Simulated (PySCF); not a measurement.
## Assignment exercise: C₄H₁₃PSi

Molfile (atoms numbered from 1):
```
C4H13PSi
     RDKit          3D

 19 18  0  0  0  0  0  0  0  0999 V2000
    0.0646   -1.2616    1.4266 C   0  0  0  0  0  0  0  0  0  0  0  0
   -0.4245   -0.0717    0.0184 Si  0  0  0  0  0  4  0  0  0  0  0  0
   -1.0329    1.5822    0.7424 C   0  0  0  0  0  0  0  0  0  0  0  0
   -1.7684   -0.8765   -1.0709 C   0  0  0  0  0  0  0  0  0  0  0  0
    1.1129    0.2835   -1.0769 C   0  0  0  0  0  0  0  0  0  0  0  0
    2.4777    1.0611   -0.0949 P   0  0  0  0  0  0  0  0  0  0  0  0
    0.8026   -0.8056    2.0804 H   0  0  0  0  0  0  0  0  0  0  0  0
    0.4899   -2.1841    1.0418 H   0  0  0  0  0  0  0  0  0  0  0  0
   -0.7951   -1.5257    2.0346 H   0  0  0  0  0  0  0  0  0  0  0  0
   -1.4476    2.2245   -0.0287 H   0  0  0  0  0  0  0  0  0  0  0  0
   -0.2122    2.1192    1.2098 H   0  0  0  0  0  0  0  0  0  0  0  0
   -1.8022    1.4306    1.4931 H   0  0  0  0  0  0  0  0  0  0  0  0
   -2.6702   -1.0575   -0.4954 H   0  0  0  0  0  0  0  0  0  0  0  0
   -1.4425   -1.8297   -1.4759 H   0  0  0  0  0  0  0  0  0  0  0  0
   -2.0365   -0.2388   -1.9075 H   0  0  0  0  0  0  0  0  0  0  0  0
    0.8476    0.9948   -1.8607 H   0  0  0  0  0  0  0  0  0  0  0  0
    1.4817   -0.6211   -1.5593 H   0  0  0  0  0  0  0  0  0  0  0  0
    2.8641   -0.1025    0.5696 H   0  0  0  0  0  0  0  0  0  0  0  0
    3.4811    0.8882   -1.0539 H   0  0  0  0  0  0  0  0  0  0  0  0
  1  2  1  0
  2  3  1  0
  2  4  1  0
  2  5  1  0
  5  6  1  0
  1  7  1  0
  1  8  1  0
  1  9  1  0
  3 10  1  0
  3 11  1  0
  3 12  1  0
  4 13  1  0
  4 14  1  0
  4 15  1  0
  5 16  1  0
  5 17  1  0
  6 18  1  0
  6 19  1  0
M  END
```

Fast rotation and ring inversion assumed for equivalent nuclei, no solvent, one conformer, non-relativistic. GIAO PBE0/pcSseg-1 shieldings; geometry: GFN2-xTB; PySCF.

δ = σ(ref) − σ, references computed at the same level: 13C (σref 186.93), 1H (σref 31.72) vs TMS.

Q: Assign these signals to the numbered atoms. 13C{1H} NMR (computed): δ 0.8 (CH2), -1.5 (CH3).

A: 
| δ (ppm) | atoms | environment | reason |
| --- | --- | --- | --- |
| 0.8 | C5 | sp3 CH2 bonded to P and Si | an electropositive neighbour leaves it electron-rich and shielded |
| -1.5 | C1/C3/C4 | methyl carbon bonded to Si | an electropositive neighbour leaves it electron-rich and shielded |

Q: Assign these signals to the numbered atoms. 1H NMR (300 MHz, computed): δ 2.80 (m, 2H), 0.70 (m, 2H), 0.07 (s, 9H).

A: 
2.80 → H18/H19, hydrogen on a phosphorus bonded to C
0.70 → H16/H17, hydrogen on an sp3 CH2 bonded to P and Si: an electropositive neighbour shields it, as in TMS itself
0.07 → H7/H8/H9/H10/H11/H12/H13/H14/H15, hydrogen on a methyl carbon bonded to Si: an electropositive neighbour shields it, as in TMS itself

Splittings by 31P in the carbon and heteronuclear signals aren't shown, as no couplings were computed. Shifts are as computed. Against solution values, carbons near 30 ppm lie about +3 ppm off and those near 130 ppm about +5 ppm. Of 1211 compounds with measured shifts, 218 miss one by over three times the rms of a fit or turn the order of signals round; such compounds aren't used in these exercises. No couplings were computed; multiplicities are counted from neighbouring protons, with m where these are inequivalent, close in shift, in a saturated or five-membered ring or joined by F or P, and br s for small geminal =CH2 splittings.
